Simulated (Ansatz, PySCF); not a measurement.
Al(Me)(F) (CH3AlF), SMILES [Al+]([F])[CH3], charge +1. Atoms are numbered in the order given.

```xyz
6

Al     0.0000    -0.0001     0.1006
C      0.0000     0.0000    -1.8011
H     -0.8943    -0.5163    -2.1596
H      0.8943    -0.5163    -2.1596
H      0.0000     1.0327    -2.1596
F      0.0000    -0.0001     1.7055
```
Charge +1, spin multiplicity 1.

Geometry optimised at ωB97X-D3(BJ)/def2-TZVP. The spin state was assumed, not searched. The isomer is the one that the SMILES or the coordinates give; other isomers of the formula were not compared.

Two levels are set side by side: PBE-D3(BJ)/def2-TZVP (Ansatz, an electronic-structure program) and ωB97X-D3(BJ)/def2-TZVP (PySCF). Each level has its own optimised geometry; the coordinates shown are those of the second. Frequencies come from the Hessian of PySCF at each geometry. Differences are taken from unrounded values.

```
quantity                            ωB97X-D3(BJ)  PBE-D3(BJ)  PBE-D3(BJ) minus ωB97X-D3(BJ)
----------------------------------  ------------  ----------  -----------------------------
mean bond length (Å)                       1.357       1.367                          0.010
bond Al1–C2 (Å)                            1.902       1.916                          0.014
bond Al1–F6 (Å)                            1.605       1.619                          0.015
bond C2–H3 (Å)                             1.093       1.100                          0.007
bond C2–H4 (Å)                             1.093       1.100                          0.007
bond C2–H5 (Å)                             1.093       1.100                          0.007
highest harmonic wavenumber (cm⁻¹)          3165        3074                            -91
mean harmonic wavenumber (cm⁻¹)             1409        1357                            -52
zero-point energy (kcal/mol)               24.17       23.28                          -0.89
```

GGA bonds tend to be longer and softer than those of functionals with exact exchange. Differences between two approximate levels are no errors against the true value.
